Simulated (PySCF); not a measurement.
**Electron correlation in C⁺ (carbon, charge +1)**

[He] 2s2 2p1, 2P determinant. All numbers are calculated (PySCF 2.14, the spin-free X2C one-electron Hamiltonian (Gaussian nucleus), in x2c-TZVPall (5s3p2d1f, 31 functions)). Frozen: 1s2; 3 electrons correlated.

MP2 pair energies summed by pair of shells (mhartree):

```json
{"pair": "2s-2s", "energy": "-28.58", "share (%)": "57.2"}
{"pair": "2s-2p", "energy": "-21.36", "share (%)": "42.8"}
```

Total MP2 correlation energy: -49.93 mhartree.

Same-spin part -3.31 and opposite-spin part -46.62 mhartree; SCS-MP2 scales them by 1/3 and 6/5 to -57.05 mhartree.

```json
{"level": "CCSD", "correlation energy (mhartree)": "-73.87"}
{"level": "(T)", "correlation energy (mhartree)": "-1.14"}
{"level": "CCSD(T)", "correlation energy (mhartree)": "-75.01"}
```

Diagnostics: T1 = 0.0093, D1 = 0.0177, largest double amplitude 0.132.

Cost of the coupled-cluster step: 0.24 s of wall time on 1 thread of Neoverse-V2 (shared host), for 3 correlated electrons.

Iterations:

```
CC2 = 0
CCSD nocc = (np.int64(2), np.int64(1)), nmo = (30, 30)
frozen orbitals [[0], [0]]
max_cycle = 100
direct = 0
conv_tol = 1e-08
conv_tol_normt = 1e-06
diis_space = 8
diis_start_cycle = 0
Init t2, MP2 energy = -0.0499314472075141
Init E_corr(UCCSD) = -0.0499314472415992
cycle = 1  E_corr(UCCSD) = -0.0635520200527452  dE = -0.0136205728  norm(t1,t2) = 0.0545662
cycle = 2  E_corr(UCCSD) = -0.0688809034703312  dE = -0.00532888342  norm(t1,t2) = 0.0269145
cycle = 3  E_corr(UCCSD) = -0.0739186122899189  dE = -0.00503770882  norm(t1,t2) = 0.0140519
cycle = 4  E_corr(UCCSD) = -0.0738416583542393  dE = 7.69539357e-05  norm(t1,t2) = 0.0012129
cycle = 5  E_corr(UCCSD) = -0.0738843983785594  dE = -4.27400243e-05  norm(t1,t2) = 0.000191599
cycle = 6  E_corr(UCCSD) = -0.0738668847287732  dE = 1.75136498e-05  norm(t1,t2) = 4.55249e-05
cycle = 7  E_corr(UCCSD) = -0.0738722133272365  dE = -5.32859846e-06  norm(t1,t2) = 1.47793e-05
cycle = 8  E_corr(UCCSD) = -0.0738718265937572  dE = 3.86733479e-07  norm(t1,t2) = 2.17037e-06
cycle = 9  E_corr(UCCSD) = -0.0738717455960024  dE = 8.09977548e-08  norm(t1,t2) = 4.54551e-07
cycle = 10  E_corr(UCCSD) = -0.0738717750825583  dE = -2.94865558e-08  norm(t1,t2) = 9.83967e-08
cycle = 11  E_corr(UCCSD) = -0.0738717730616149  dE = 2.02094332e-09  norm(t1,t2) = 3.64678e-08
UCCSD converged
E(UCCSD) = -37.38453414777156  E_corr = -0.07387177306161494
UCCSD(T) correction = -0.00113517991230209
```
